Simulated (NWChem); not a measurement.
System: C$_{2}$H$_{6}$AlCl; SMILES [CH3][Al]([CH3])[Cl]

NWChem input:

```
start job
memory heap 200 mb stack 900 mb global 1100 mb
geometry units angstroms noautosym nocenter noautoz
  Al     0.000000     0.000000    -0.409890
  C     -0.002639     1.757748    -1.273800
  H     -0.104637     1.689213    -2.363172
  H      0.929045     2.298132    -1.059880
  H     -0.819802     2.384527    -0.895223
  C      0.002639    -1.757748    -1.273800
  H     -0.929045    -2.298132    -1.059880
  H      0.819802    -2.384527    -0.895223
  H      0.104637    -1.689213    -2.363172
  Cl     0.000000     0.000000     1.729252
end
basis spherical
  Al library pcsseg-1
  C library pcsseg-1
  H library pcsseg-1
  Cl library pcsseg-1
end
dft
  xc slater vwn_5
  iterations 150
end
property
  shielding 6 1 2 3 4 5 10
end
task dft property
```

Output (shortened):

```
             Northwest Computational Chemistry Package (NWChem) 7.3.0
             --------------------------------------------------------

                             Geometry "geometry" -> ""
                             -------------------------

 Output coordinates in angstroms (scale by  1.889725989 to convert to a.u.)

  No.       Tag          Charge          X              Y              Z
 ---- ---------------- ---------- -------------- -------------- --------------
    1 Al                  13.0000     0.00000000     0.00000000    -0.40989000
    2 C                    6.0000    -0.00263900     1.75774800    -1.27380000
    3 H                    1.0000    -0.10463700     1.68921300    -2.36317200
    4 H                    1.0000     0.92904500     2.29813200    -1.05988000
    5 H                    1.0000    -0.81980200     2.38452700    -0.89522300
    6 C                    6.0000     0.00263900    -1.75774800    -1.27380000
    7 H                    1.0000    -0.92904500    -2.29813200    -1.05988000
    8 H                    1.0000     0.81980200    -2.38452700    -0.89522300
    9 H                    1.0000     0.10463700    -1.68921300    -2.36317200
   10 Cl                  17.0000     0.00000000     0.00000000     1.72925200

 Effective nuclear repulsion energy (a.u.)     188.1571723483

                              NWChem Property Module
                              ----------------------

  itol2e modified to match energy
  convergence criterion.

                                 NWChem DFT Module
                                 -----------------

 Summary of "ao basis" -> "ao basis" (spherical)
 ------------------------------------------------------------------------------
       Tag                 Description            Shells   Functions and Types
 ---------------- ------------------------------  ------  ---------------------
 Al                         pcsseg-1                10       24   4s5p1d
 C                          pcsseg-1                 7       17   3s3p1d
 H                          pcsseg-1                 3        5   2s1p
 Cl                         pcsseg-1                10       24   4s5p1d

  itol2e modified to match energy
  convergence criterion.

            General Information
            -------------------
          SCF calculation type: DFT
          Wavefunction type:  closed shell.
          No. of atoms     :    10
          No. of electrons :    48
           Alpha electrons :    24
            Beta electrons :    24
          Charge           :     0
          Spin multiplicity:     1
          Use of symmetry is: off; symmetry adaption is: off
          Maximum number of iterations: 150
          AO basis - number of functions:   112
                     number of shells:    52
          Convergence on energy requested:  1.00D-07
          Convergence on density requested:  1.00D-05
          Convergence on gradient requested:  5.00D-04

              XC Information
              --------------
                        Slater Exchange Functional  1.000 local
                      VWN V Correlation Functional  1.000 local

             Grid Information
             ----------------
          Grid used for XC integration:  fine
          Radial quadrature: Mura-Knowles
          Angular quadrature: Lebedev.
          Tag              B.-S. Rad. Rad. Pts. Rad. Cut. Ang. Pts.
          ---              ---------- --------- --------- ---------
          Al                  1.25      123          10.0       770
          C                   0.70       70          12.0       590
          H                   0.35       60          13.0       590
          Cl                  1.00      123          12.0       770
          Grid pruning is: on
          Number of quadrature shells:   746
          Spatial weights used:  Erf1

      Superposition of Atomic Density Guess
      -------------------------------------

 Sum of atomic energies:        -779.59551542

      Non-variational initial energy
      ------------------------------

 Total energy =    -781.207845
 1-e energy   =   -1448.815258
 2-e energy   =     479.450240
 HOMO         =      -0.346167
 LUMO         =      -0.000391

[...]

          -----------------------------------------
          Chemical Shielding Tensors (GIAO, in ppm)
          -----------------------------------------

                                NWChem CPHF Module
                                ------------------

  scftype          =     RHF
  nclosed          =       24
  nopen            =        0
  variables        =     2112
  # of vectors     =        3
  tolerance        = 0.10D-03
  level shift      = 0.00D+00
  max iterations   =       50
  max subspace     =       30

 SCF residual:    1.3134896251626740E-005

Iterative solution of linear equations
  No. of variables     2112
  No. of equations        3
  Maximum subspace       30
        Iterations       50
       Convergence  1.0D-04

   iter   nsub   residual    time
   ----  ------  --------  ---------
     1      3    8.70D-06      30.2

      Atom:    1  Al
        Diamagnetic
    797.6095     -0.0042     -0.0000
     -0.0042    795.4690     -0.0000
     -0.0000     -0.0000    800.3361

        Paramagnetic
   -520.1119      0.4961      0.0000
      0.4961   -433.7394      0.0000
      0.0000      0.0000   -673.1587

        Total Shielding Tensor
    277.4976      0.4919      0.0000
      0.4919    361.7296      0.0000
      0.0000      0.0000    127.1774

           isotropic =     255.4682
          anisotropy =     159.3964

          Principal Components and Axis System
                 1           2           3
              361.7325    277.4947    127.1774

      1         0.0058      1.0000     -0.0000
      2         1.0000     -0.0058     -0.0000
      3         0.0000      0.0000      1.0000

      Atom:    2  C
        Diamagnetic
    248.3347     -0.0601      0.0926
     -0.0601    257.5647     -4.8926
      0.0926     -4.8926    252.4037

        Paramagnetic
    -65.0989     -1.2264      0.6425
     -1.2264    -65.0539     -3.5981
      0.6425     -3.5981    -67.4682

        Total Shielding Tensor
    183.2357     -1.2865      0.7351
     -1.2865    192.5108     -8.4907
      0.7351     -8.4907    184.9355

           isotropic =     186.8940
          anisotropy =      16.9094

          Principal Components and Axis System
                 1           2           3
              198.1670    183.0910    179.4240

      1        -0.0986      0.9949      0.0226
      2         0.8350      0.0703      0.5457
      3        -0.5413     -0.0727      0.8377

      Atom:    3  H
        Diamagnetic
     23.0288     -0.0945      1.4482
     -0.0945     26.2708     -2.1131
      1.4482     -2.1131     39.9235

        Paramagnetic
      3.7286      0.0235     -0.4816
      0.0235      2.4298      1.1509
     -0.4816      1.1509     -2.0121

        Total Shielding Tensor
     26.7574     -0.0710      0.9666
     -0.0710     28.7005     -0.9622
      0.9666     -0.9622     37.9114

           isotropic =      31.1231
          anisotropy =      10.4557

          Principal Components and Axis System
                 1           2           3
               38.0936     28.6015     26.6742

      1         0.0851      0.0148      0.9963
      2        -0.1022      0.9947     -0.0060
      3         0.9911      0.1013     -0.0862

      Atom:    4  H
        Diamagnetic
     33.0281      7.7119      1.5021
      7.7119     30.9976     -0.6976
      1.5021     -0.6976     24.4066

        Paramagnetic
      0.5317     -2.5255     -0.6091
     -2.5255      0.6183      0.5621
     -0.6091      0.5621      3.6251

        Total Shielding Tensor
     33.5597      5.1864      0.8930
      5.1864     31.6160     -0.1355
      0.8930     -0.1355     28.0317

           isotropic =      31.0691
          anisotropy =      10.2482

          Principal Components and Axis System
                 1           2           3
               37.9012     28.4083     26.8978

      1         0.7705      0.2925     -0.5664
      2         0.6345     -0.4370      0.6376
      3         0.0610      0.8506      0.5223

      Atom:    5  H
        Diamagnetic
     30.5424     -7.7034     -2.9022
     -7.7034     32.4975      0.8432
     -2.9022      0.8432     25.3415

        Paramagnetic
      1.3829      2.4772      1.0783
      2.4772      0.1360     -0.0304
      1.0783     -0.0304      3.2249

        Total Shielding Tensor
     31.9253     -5.2262     -1.8238
     -5.2262     32.6335      0.8128
     -1.8238      0.8128     28.5664

           isotropic =      31.0417
          anisotropy =      10.2616

          Principal Components and Axis System
                 1           2           3
               37.8828     28.5806     26.6618

      1        -0.6798     -0.2006      0.7054
      2         0.7070     -0.4348      0.5578
      3         0.1948      0.8779      0.4374

      Atom:    6  Cl
        Diamagnetic
   1146.2620     -0.0118     -0.0000
     -0.0118   1146.2875     -0.0000
     -0.0000     -0.0000   1153.0928

        Paramagnetic
   -241.2475      1.2906     -0.0000
      1.2906   -555.4594      0.0000
     -0.0000      0.0000   -222.2535

        Total Shielding Tensor
    905.0145      1.2788     -0.0000
      1.2788    590.8282      0.0000
     -0.0000      0.0000    930.8393

           isotropic =     808.8940
          anisotropy =     182.9180

          Principal Components and Axis System
                 1           2           3
              930.8393    905.0197    590.8230

      1        -0.0000      1.0000     -0.0041
      2         0.0000      0.0041      1.0000
      3         1.0000      0.0000     -0.0000
```

Level: LDA (Slater exchange, VWN5)/pcSseg-1, GIAO. The geometry was optimised at B3LYP/6-31G* (spherical d). The output numbers the shielded atoms by their place in the input's list. The printed shielding anisotropy is the first printed principal value minus the mean of the other two.
